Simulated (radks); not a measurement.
Excited configurations of the lanthanum ion La+: one electron is placed in a higher orbital outside [Xe] 5d1. The ground configuration is [Xe] 5d2. Method: scalar-relativistic Kohn-Sham, LDA (Slater exchange, Perdew-Wang correlation), spin-polarised, spherical densities, finite nucleus; open shells are filled with parallel spins first (spin-orbit coupling, left out, can overturn this in heavy ions); Fermi nuclear charge, rms radius 4.855 fm; computed with a radial shooting solver on a logarithmic mesh with Libxc functionals. Excitation = E - E(ground); binding = E(ion) - E, where the ion is the core of charge +2; n* = 2/sqrt(2 binding) in atomic units, and the quantum defect is n - n*.

| outer orbital | excitation (eV) | binding (eV) | n* | quantum defect | eigenvalue (eV) | <r> (bohr) |
|---|---|---|---|---|---|---|
| 6s | -0.120 | 11.451 | 2.180 | 3.820 | -8.959 | 3.967 |
| 6p | 3.013 | 8.318 | 2.558 | 3.442 | -6.369 | 4.864 |
| 6d | 6.472 | 4.858 | 3.347 | 2.653 | -3.683 | 7.403 |
| 7d | 8.375 | 2.956 | 4.291 | 2.709 | -2.327 | 13.12 |
| 7f | 9.575 | 1.756 | 5.568 | 1.432 | -1.384 | 21.55 |

The Delta-SCF ionisation energy is 11.330 eV (NIST Atomic Spectra Database: 11.185 eV, measured). Self-interaction in the functional shifts the binding energies and quantum defects, so they are the method's values and not measured ones. Open shells are spherical and high-spin; term and fine-structure splittings are not resolved. Spin-orbit splitting is averaged out at the scalar-relativistic level. A negative excitation energy means that this level of theory puts the configuration below the NIST ground configuration.
